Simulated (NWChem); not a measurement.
System: CuHOBr, doublet; SMILES [Cu]([Br])[OH]

Here is an NWChem input.

```
start job
memory heap 200 mb stack 900 mb global 1100 mb
geometry units angstroms noautoz
  Cu     0.021749    -0.817671     0.000000
  Br    -0.013200     1.391196     0.000000
  O      0.094995    -2.578887     0.000000
  H     -0.740912    -3.064426     0.000000
end
basis spherical
  * library 6-31g*
end
dft
  odft
  mult 2
  xc b3lyp
  iterations 150
  mulliken
end
task dft energy
```

In the optimisation the excess spin sits in a" (Cs, its own frame). The geometry was optimised at PBE0/def2-SVP, spin-unrestricted. This spin state was assumed; another may lie lower. No stability test was run on the SCF state.

Problem. Give the results of this calculation. (B3LYP/6-31G* (spherical d), spin-unrestricted.) Quantities: energy (Ha); highest occupied level (eV); lowest empty minus highest occupied level, either spin (eV); dipole (D); <S²>.

Solution. 
```json
{
  "energy (Ha)": "-4290.00",
  "highest occupied level (eV)": "-7.67",
  "lowest empty minus highest occupied level, either spin (eV)": "2.91",
  "dipole (D)": "2.36",
  "<S²>": "0.753"
}
```
